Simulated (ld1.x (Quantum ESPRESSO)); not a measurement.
Before and after: TM potential for Ni (Z = 28)

* Element: Ni (Z = 28)
* Generator: ld1.x (Quantum ESPRESSO) 7.5
* Type: norm-conserving Troullier–Martins (Kleinman–Bylander form)
* Functional: PBE
* Relativity: scalar-relativistic
* Frozen core: [Ne] 3s2
* Valence charge: 16
* Reference configuration: 3p6 3d8 4s1.5 4p0 (charge +0.5)
* Partial waves: 4s (bound): rc 1.75 bohr; 3p (bound): rc 1.15 bohr; 3d (bound): rc 1.00 bohr
* Local potential: the d channel
* Core correction: none

Change: wave 3d (bound): rc 1.00 bohr becomes 3d (bound): rc 1.38 bohr.

Cutoffs: the cutoffs (Ry, on a coarse ladder) from which the occupation-weighted sum of valence levels, in a spherical-Bessel basis at the reference potential, stays within 10 and 1 mRy of its value at 400 Ry; they do not see the model core or the augmentation charge, which bear on the density cutoff. Errors are all-electron minus pseudo energies relative to the spin-unpolarised reference configuration.

Predict the effect on cutoff, ghosts and configuration errors.

The potential gets softer (230 Ry and 300 Ry → 140 Ry and 230 Ry); both files keep a bound ghost (s); of the 7 tests that both files solve, the error grows in 3 and shrinks in 2 by more than 15 % and 0.3 meV (median size 17.3 → 12.7 meV); the range in which the p phases agree narrows (upper end at the end of the scan → -0.2); the range in which the d phases agree narrows (upper end 2.8 → 1.6). A larger radius leaves more room for a smooth pseudo-wave, so fewer plane waves are needed.

| quantity | base | changed |
| --- | --- | --- |
| cutoff, loose | 230 Ry | 140 Ry |
| cutoff, tight | 300 Ry | 230 Ry |
| loose cutoff by channel (10 mRy a level) | s 6 Ry, p 70 Ry, d 180 Ry | s 10 Ry, p 70 Ry, d 120 Ry |
| bound ghosts | s | s |
| error for 3p6 3d8 4s2 4p0, meV [ΔE -3.72 eV] | +0.1 | +0.2 |
| error for 3p6 3d8 4s1 4p0, meV [ΔE 5.61 eV] | -1.3 | -1.1 |
| error for 3p6 3d8 4s0 4p0, meV [ΔE 22.96 eV] | -17 | -12 |
| error for 3p6 3d6 4s0 4p0, meV [ΔE 117.98 eV] | +126 | +13 |
| error for 3p6 3d9 4s1 4p0, meV [ΔE -5.31 eV] | -25 | -45 |
| error for 3p6 3d9 4s0 4p0, meV [ΔE 2.60 eV] | -84 | -98 |
| error for 3p6 3d8 4s1 4p1, meV [ΔE 0.88 eV] | -13 | -131 |
| s: phases at 1.89 bohr within 0.05 rad from the reference energy up to (Ry; the scan ends near 5) | 0.2 | 0.7 |
| p: phases at 1.89 bohr within 0.05 rad from the reference energy up to (Ry; the scan ends near 5) | to the end of the scan | -0.2 |
| d: phases at 1.89 bohr within 0.05 rad from the reference energy up to (Ry; the scan ends near 5) | 2.8 | 1.6 |

Base: These tests converged, but a pseudo level misses the all-electron one widely, so the file describes the atom poorly there or has found another state: 3p6 3d6 4s0 4p0: empty 4s by 13.3 eV (a node warning on the way). A true bound ghost makes a file unfit for plane-wave use even where its test errors are small: the radial tests pick states by their node count and pass the ghost by.
